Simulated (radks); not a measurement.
Results of a calculation; reference values are marked as such.
Ionisation of the zirconium ion Zr38+, [He], to Zr39+, 1s1, under several functionals. Scalar-relativistic Kohn-Sham, spin-polarised, spherical densities, finite nucleus; open shells are filled with parallel spins first (spin-orbit coupling, left out, can overturn this in heavy ions); a radial shooting solver on a logarithmic mesh with Libxc functionals.

functional                                        E(Zr38+) (hartree)  Exc (hartree)  IE (eV)  -e(HOMO) (eV)  <r> HOMO (bohr)  IE error (eV)
Wu-Cohen GGA                                             -1608.95785      -24.66189    21542          21291          0.03681          +25.4
LDA (Slater exchange, VWN5 correlation)                  -1606.55203      -22.23722    21511          21263          0.03683           -5.5
AM05                                                     -1607.33590      -23.02751    21521          21268          0.03682           +4.8
RPBE                                                     -1609.89912      -25.61046    21555          21299          0.03680          +38.1
LDA (Slater exchange, Perdew-Zunger correlation)         -1606.55274      -22.23794    21511          21263          0.03683           -5.5
BLYP                                                     -1609.77935      -25.49002    21553          21299          0.03680          +36.7
HCTH/407                                                 -1609.17560      -24.88465    21545          21294          0.03680          +28.9

NIST Atomic Spectra Database: 21516.5 eV (theoretical). Closest: AM05. The Delta-SCF values span 43.66 eV, the total energies 3.35 hartree. The highest occupied level is 1s.
